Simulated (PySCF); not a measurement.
## MSb cations for M along the third period

r²SCAN with double-zeta basis sets in PySCF, for the lowest determinant that a PBE0 search found; no spin–orbit coupling. De refers to high-spin ground-configuration atoms (the charge goes to the atom of lower measured ionisation energy or higher electron affinity, which is not always the lowest computed limit). A positive dipole points towards Sb; it is taken about the centre of mass and depends on that origin.

```json
{"M": "Na", "basis": "cc-pVDZ/cc-pVDZ-PP", "charged atom": "Na+", "state (unpaired electrons)": "quartet (σ ↑, π ↑↑)", "Re (Å)": "3.373", "ωe (cm⁻¹)": "101", "De (eV)": "0.31", "μ (D)": "-10.96"}
{"M": "Mg", "basis": "x2c-SVPall", "charged atom": "Mg+", "state (unpaired electrons)": "triplet (π ↑↑)", "Re (Å)": "2.761", "ωe (cm⁻¹)": "247", "De (eV)": "1.61", "μ (D)": "-9.18"}
{"M": "Al", "basis": "def2-SVPD", "charged atom": "Al+", "state (unpaired electrons)": "quartet (σ ↑, π ↑↑)", "Re (Å)": "2.766", "ωe (cm⁻¹)": "205", "De (eV)": "1.02", "μ (D)": "-5.71"}
{"M": "Si", "basis": "def2-SVP", "charged atom": "Si+", "state (unpaired electrons)": "triplet (π ↑↑)", "Re (Å)": "2.546", "ωe (cm⁻¹)": "345", "De (eV)": "2.99", "μ (D)": "-3.23"}
{"M": "Cl", "basis": "def2-SVP", "charged atom": "Sb+", "state (unpaired electrons)": "doublet (π ↑)", "Re (Å)": "2.284", "ωe (cm⁻¹)": "436", "De (eV)": "3.61", "μ (D)": "1.90"}
```

(1) By what factor does the bond length vary along the series?

The rows differ in basis set, which adds steps of its own.

The state changes along the series, so neighbouring rows are not always alike in their bonding.

Weak bonds: NaSb⁺. Basis-set superposition, not corrected here, can be much of De in a small basis, most of all at correlated wavefunction levels. These are scalar-relativistic numbers at best; spin–orbit coupling would shift them, the dissociation energy most. For an ion De counts to the pair picked by the measured ionisation energies or electron affinities, which need not be the lowest pair at this level. States were picked by a PBE0 search and need not be the measured ground states.

Results:

(1) At r²SCAN it runs from 2.284 Å (SbCl⁺) to 3.373 Å (NaSb⁺), a factor of 1.48.
